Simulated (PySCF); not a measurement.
## Computed spin Hamiltonian

Compound: C₆H₅ClFO (doublet state).
Structure used (GFN2-xTB), in Å, numbered top down from 1:
```xyz
14
C6H5ClFO angstrom
C     -0.2465    1.3760   -1.1568
C     -0.3394    0.3821   -0.2684
C     -1.5973    0.0443    0.3858
C     -1.7157   -0.9553    1.2558
Cl    -3.1965   -1.3415    2.0165
O      0.7006   -0.4010    0.1451
C      1.8763   -0.3872   -0.5771
C      3.0591   -0.4579   -0.0219
F      3.4392   -0.6791    1.2205
H      0.6846    1.6716   -1.6049
H     -1.1189    1.9349   -1.4353
H     -2.4436    0.6609    0.1261
H     -0.8891   -1.5871    1.5401
H      1.7865   -0.2613   -1.6477
```

The hyperfine couplings belong to this conformer and change with its torsions.

Identity: `C=C(/C=C/Cl)O/C=[C]\F` [radical].

Theory: UKS B3LYP, pcH-1 on C Cl F H O, non-relativistic, mean-field spin-orbit, GIAO (PySCF). Geometry: GFN2-xTB, one conformer, isolated molecule. Couplings are sensitive to structure, and on GFN2-xTB geometries they can be far from those on DFT ones. No stability test was run, so a lower SCF solution isn't excluded.

- g1, g2, g3: 2.00201, 2.00318, 2.00456
- g_iso: 2.00325
- Form of g: rhombic: the two nearest values differ by 46 % of g3 − g1
- ⟨S²⟩: 0.7590 (exact 0.7500)
- α and β electrons: 38, 37
- HOMO–LUMO gap, α and β orbitals: 5.18, 3.14 eV

Isotropic coupling and dipolar principal values T1 to T3, in mT; ρ(0) is the spin density at the nucleus (MHz turned into mT with g_iso):

```tsv
atom	isotope	a_iso	of which spin–orbit	T1	T2	T3	Mulliken spin population	ρ(0) (bohr⁻³)
C1	13C	-0.02	0.00	-0.01	0.00	0.02	0.00	-0.0004
C2	13C	-0.05	0.00	-0.03	-0.02	0.05	0.00	-0.0013
C3	13C	0.13	0.00	-0.02	-0.02	0.03	0.00	0.0033
C4	13C	0.00	0.00	-0.01	0.00	0.01	0.00	0.0000
Cl5	35Cl	0.00	0.00	0.00	0.00	0.00	0.00	0.0000
O6	17O	-1.12	0.00	-0.62	0.25	0.37	0.03	0.0520
C7	13C	5.24	0.00	-0.75	0.01	0.75	-0.08	0.1308
C8	13C	20.33	0.00	-2.80	-1.86	4.67	0.95	0.5070
F9	19F	11.13	0.04	-10.81	-8.35	19.16	0.09	0.0739
H10	1H	0.05	0.00	-0.05	-0.04	0.09	0.00	0.0003
H11	1H	0.02	0.00	-0.02	-0.02	0.04	0.00	0.0001
H12	1H	0.07	0.00	-0.02	-0.01	0.03	0.00	0.0004
H13	1H	0.00	0.00	-0.03	-0.03	0.06	0.00	0.0000
H14	1H	0.67	0.00	-0.29	-0.18	0.48	0.01	0.0042
```

Largest spin populations (Mulliken): C8 (+0.95), F9 (+0.09) and C7 (-0.08). C8 is the only atom above +0.15.

Under fast tumbling the dipolar parts average out, and these isotropic splittings remain: 1 × 19F (F9, I = 1/2, 2 lines) with 11.13 mT, 1 × 1H (H14, I = 1/2, 2 lines) with 0.67 mT, 1 × 1H (H12, I = 1/2, 2 lines) with 0.07 mT and 1 × 1H (H10, I = 1/2, 2 lines) with 0.05 mT.

The 17O coupling of O6 (-31.5 MHz) shows only in satellite lines or after enrichment, since that isotope makes up about 0.038 % of natural oxygen.

The 13C coupling of C8 (570.0 MHz) shows only in satellite lines or after enrichment, since that isotope makes up about 1.07 % of natural carbon.

Examples of negative spin density at the nucleus (bohr⁻³): C2 (-0.0013).
